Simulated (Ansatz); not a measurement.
Ansatz results at the PBE0-D4/def2-TZVP geometry: HOMO–LUMO gap (PBE/def2-TZVPP) 2.90 eV; size of the dipole moment (B3LYP/def2-TZVPP) 0.90 D; HOMO–LUMO gap (B3LYP/def2-TZVPP) 4.91 eV.

Each molecule was computed in one conformer, which needn't be the lowest.

Question: Which molecule gave them?
A. `CC(C)C(=O)CC(=O)c1ccccc1`
B. `CC1C=CC=C1`
C. `CCC(=O)CC(C)=O`
D. `CC(C)/C(O)=C/C(=O)C(C)(C)C`

Answer: A. The others give `CC1C=CC=C1`: 3.81, 0.48, 5.32; `CCC(=O)CC(C)=O`: 3.51, 1.57, 5.66; `CC(C)/C(O)=C/C(=O)C(C)(C)C`: 3.68, 2.89, 5.35.

B3LYP here is the variant with VWN-RPA as its local correlation; programs differ in this.
